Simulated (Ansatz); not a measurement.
`NBO[SiH2]F` + `CC1C=C1` → `NBC1C=C1` + `CO[SiH2]F`  (formal exchange of groups at a B–O bond)

Isolated molecules relaxed with PBE0-D4/def2-TZVP in Ansatz; ΔE leaves out vibrations. CCSD(T)/CBS is the MP2 limit (def2-TZVPP, def2-QZVPP) plus CCSD(T) − MP2 in def2-TZVPP, frozen cores. Functionals use def2-TZVPP. One conformer a species, not always the lowest.

| level | ΔE (kJ/mol) | difference from CCSD(T)/CBS |
| --- | --- | --- |
| PBE0-D4 | 171.5 | -2.6 |
| ωB97X-V | 170.9 | -3.2 |
| PBE0 | 171.7 | -2.4 |
| HF/def2-TZVPP | 181.5 | 7.4 |
| SCS-MP2/def2-TZVPP | 175.5 | 1.4 |
| CCSD/def2-TZVPP | 175.6 | 1.5 |
| MP2/def2-QZVPP | 178.5 | 4.4 |
| HF/CBS(def2) | 181.9 | 7.8 |
| MP2/CBS(def2) | 178.4 | 4.3 |
| CCSD/CBS(def2) | 175.8 | 1.7 |
| CCSD(T)/CBS | 174.1 | 0 |

Largest T1 diagnostic among the species: 0.012.

In def2-TZVPP, CCSD(T) changes the Hartree–Fock value by −7.6 kJ/mol (the triples alone add −1.7 kJ/mol) and MP2 by −3.3 kJ/mol. From PBE to PBE0 (25 % exact exchange), in def2-TZVPP and without D4, ΔE moves by +6.0 kJ/mol.
